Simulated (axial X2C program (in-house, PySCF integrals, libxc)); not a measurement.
## Ionising InBr

All values come from calculations with an in-house all-electron X2C program for linear molecules (integrals from PySCF), spin-free (one-electron X2C) or two-component (2c: spin–orbit coupling with atomic mean-field Coulomb and Gaunt terms, which also bring small scalar terms), in Dyall basis sets with cores contracted in-house; open shells are unrestricted.

Basis sets: Br dyall-cv3z, In dyall-cv3z. Frozen shells (counts by l): InBr In 4s3p2d, Br 3s2p1d, 10 electrons correlated; InBr⁺ In 4s3p2d, Br 3s2p1d, 9 electrons correlated. Coupled cluster in natural virtuals with an MP2 remainder. Where the outer core of a metal is frozen, bonds come out longer and ionisation energies lower.

| Hamiltonian | level | InBr state | Re (Å) | ωe (cm⁻¹) | De (eV) |
| --- | --- | --- | --- | --- | --- |
| spin-free | HF | M_S = 0, Λ = 0 | 2.586 | 213.1 | 3.06 |
| spin-free | PBE0 | M_S = 0, Λ = 0 | 2.560 | 218.4 | 4.16 |
| spin-free | CCSD | M_S = 0, Λ = 0 | 2.581 | 218.1 | 3.92 |
| spin-free | CCSD(T) | M_S = 0, Λ = 0 | 2.581 | 218.4 | 4.02 |
| 2c | PBE0 | Ω = 0 | 2.561 | 218.2 | n/a |

Adiabatic ionisation energy (minimum to minimum, no zero-point term) and constants of InBr⁺:

| Hamiltonian | level | InBr⁺ state | IE (eV) | Re (Å) | ωe (cm⁻¹) | De (eV) | fragments |
| --- | --- | --- | --- | --- | --- | --- | --- |
| spin-free | HF | M_S = 1/2, Λ = 0 | 8.23 | 2.451 | 212.4 | 0.04 | In+ + Br |
| spin-free | PBE0 | M_S = 1/2, Λ = 0 | 9.14 | 2.452 | 221.7 | 0.64 | In+ + Br |
| spin-free | CCSD | M_S = 1/2, Λ = 0 | 8.96 | 2.463 | 224.1 | 0.42 | In+ + Br |
| spin-free | CCSD(T) | M_S = 1/2, Λ = 0 | 8.97 | 2.459 | 234.0 | 0.53 | In+ + Br |
| 2c | PBE0 | Ω = 1/2 | 9.13 | 2.460 | 212.8 | 0.56 | In+ + Br |

Add the zero-point terms to the ionisation energy at PBE0, 2c, and say whether the electron removed was bonding.

IE0 = IE + (ωe⁺ − ωe)/2 = 9.13 + (0.000) = 9.13 eV. Re changes by -0.101 Å, so the bond shortens, as on loss of an antibonding or a polarising non-bonding electron.

Each entry is the lowest single determinant of a limited PBE0 search at one distance. De goes to single-determinant-based atoms at the same level (for ions the charge split of lowest energy) and is withheld (n/a) where an atom does not fit its ground term or J level. Main or longest-lived isotopes. The functionals have no current term, which raises determinants with orbital currents.
